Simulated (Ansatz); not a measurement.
## Energy profile

The step: BH₂Br ([BH2][Br]) + NH₃ → BNH₄ ([BH2][NH2]) + HBr; bonds formed: Br2–H5; dative contacts that become bonds: B1–N6; bonds broken: B1–Br2, H5–N6 (atoms numbered as in the saddle structure below).

B1  (-0.637, -0.581, 0.121)
Br2  (-0.195, 1.014, -2.095)
H3  (-1.692, -0.138, 0.437)
H4  (-0.484, -1.636, -0.401)
H5  (0.509, 0.743, -0.595)
N6  (0.573, 0.137, 0.581)
H7  (1.446, -0.368, 0.641)
H8  (0.480, 0.829, 1.311)
(Å)

Electronic energies by CCSD(T) at an estimated basis limit (MP2 extrapolated from triple and quadruple zeta, plus CCSD(T) − MP2 in triple zeta), on PBE0-D4/def2-TZVP structures; BNH5Br, closed shell; no counterpoise correction. Ansatz 0.2.0; basis: def2-TZVPP and def2-QZVPP; cores frozen in the correlated methods. Filled d shells of the heavier atoms are correlated. The def2 sets are not built for correlating such inner shells, so the correlated values are less sure here. Extrapolation: Hartree–Fock as exp(−7.88 √X), correlation as X^−2.97.

Problem. Give the profile in kcal/mol, counted from the separated reactants. (Judge from chemistry; the value comes from the calculation.)

Solution. Computed:
| point | kcal/mol |
| --- | --- |
| separated: BH2Br (linked as [BH2][Br]; B1, Br2, H3, H4; singlet) + NH3 (H5, N6, H7, H8; singlet) | 0.00 |
| start structure | -31.32 |
| saddle | -0.01 |
| end structure | -15.34 |
| separated: BNH4 (linked as [BH2][NH2]; B1, H3, H4, N6, H7, H8; singlet) + HBr (Br2, H5; singlet) | -12.98 |

T1 diagnostic: at most 0.013.

The step is the kind of exchange with an N–H group that builds nitride films in atomic layer and chemical vapour deposition.

For scale, one of the runs: CCSD(T)/def2-TZVPP, 180 basis functions, launched by `ansatz run in.yaml --threads 4 --pin off --events-out ev --progress --plain --max-ram 9574MiB`. The run took 68 s on 4 CPU threads of an AMD EPYC (shared host), with 1.8 GiB of host memory at its peak.
